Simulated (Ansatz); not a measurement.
One change: `CO[Si](O)(F)Cl` becomes `CO[Si](O)([SiH3])Cl`.

Ansatz, PBE0-D4/def2-TZVP geometries, multiplicity 1. Each molecule was computed in one conformer, which needn't be the lowest.

| property | `CO[Si](O)(F)Cl` |
| --- | --- |
| HOMO–LUMO gap (PBE0/def2-TZVPP) / eV | 9.47 |
| LUMO energy (PBE/def2-TZVPP) / eV | -0.44 |
| HOMO energy (B3LYP/def2-TZVPP) / eV | -8.71 |
| LUMO energy (ωB97M-V/def2-TZVPP) / eV | 2.02 |
| HOMO–LUMO gap (B3LYP/def2-TZVPP) / eV | 8.83 |
| LUMO energy (PBE0/def2-TZVPP) / eV | 0.50 |

**Question.** What does the change do to each property? (An estimate is asked.)

**Answer.** The calculation gave: 
```csv
property,`CO[Si](O)([SiH3])Cl`,shift
HOMO–LUMO gap (PBE0/def2-TZVPP) / eV,8.13,-1.34
LUMO energy (PBE/def2-TZVPP) / eV,-0.82,-0.38
HOMO energy (B3LYP/def2-TZVPP) / eV,-7.87,0.84
LUMO energy (ωB97M-V/def2-TZVPP) / eV,1.82,-0.20
HOMO–LUMO gap (B3LYP/def2-TZVPP) / eV,7.74,-1.09
LUMO energy (PBE0/def2-TZVPP) / eV,0.06,-0.44
```

With PBE0 the HOMO rises by 0.90 eV and the LUMO falls by 0.44 eV, so the gap narrows by about 1.34 eV. PBE moves the HOMO by 0.56 eV and ωB97M-V by 1.19 eV.

Positive LUMOs are unbound, so they and the gaps depend on the basis.

B3LYP here is the variant with VWN-RPA as its local correlation; programs differ in this.
